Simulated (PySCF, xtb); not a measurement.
H2O4S, SMILES O=S(=O)(O)O.

xtb with GFN2-xTB at its own geometry gives an orbital gap of 8.82 eV and a dipole moment of 3.36 D.

Geometry optimised at TPSSh-D3(BJ)/def2-SVP. One conformer was computed; it need not be the lowest.

Problem. What does CAM-B3LYP/def2-TZVP run with PySCF give? (The exact figures need the calculation; the answer reports its results.)

Solution. gap 11.88 eV (levels -11.21 and 0.67 eV), dipole 3.15 D.
